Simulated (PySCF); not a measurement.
Gas-phase reaction: 4 InH₃ + S₈ = 4 InH + 4 H₂S₂

Method: PySCF energies plus ideal-gas RRHO corrections (1 bar). S°(298 K) at PBE0/def2-TZVP differs from the NASA 1993 table for S₈ (-8 J/mol/K); whether the harmonic model or the table's entry is off was not settled. † marks an energy on the PBE0/def2-TZVP geometry and frequencies; other levels use their own. All species are closed-shell singlets. B3LYP is the form with VWN-RPA correlation. In: scalar-relativistic def2 core potential, no spin-orbit coupling. No R ln 2 is added for the mirror-image form of H₂S₂. InH₃, InH: computed as isolated molecules; such fragments, hydroxides, amides, oligomers or adducts are transient or little studied in the gas. The harmonic model lacks anharmonicity and excited electronic states, which grow with temperature; levels with a mode under 35 cm⁻¹ are left out. Internal rotation in H₂S₂ is treated as a harmonic vibration of one conformer, which makes the entropy rough. Soft modes under 120 cm⁻¹ make the harmonic entropy rough for S₈.

```json
[
 {"level": "B3LYP/def2-TZVP†", "ΔE electronic, kJ": "-132", "ΔH°(298 K), kJ": "-106", "ΔS°(298 K), J/K": "496", "ΔG°(800 K), kJ": "-492"},
 {"level": "M06-2X/def2-TZVP†", "ΔE electronic, kJ": "-71", "ΔH°(298 K), kJ": "-45", "ΔS°(298 K), J/K": "496", "ΔG°(800 K), kJ": "-431"},
 {"level": "PBE/def2-SVP", "ΔE electronic, kJ": "-50", "ΔH°(298 K), kJ": "-25", "ΔS°(298 K), J/K": "485", "ΔG°(800 K), kJ": "-402"},
 {"level": "PBE0/def2-SVP†", "ΔE electronic, kJ": "-89", "ΔH°(298 K), kJ": "-62", "ΔS°(298 K), J/K": "496", "ΔG°(800 K), kJ": "-448"},
 {"level": "ωB97X-V/def2-TZVP†", "ΔE electronic, kJ": "-7", "ΔH°(298 K), kJ": "20", "ΔS°(298 K), J/K": "496", "ΔG°(800 K), kJ": "-366"}
]
```
ΔH° is lowest at B3LYP/def2-TZVP† and highest at ωB97X-V/def2-TZVP†. No reference value is set beside these.
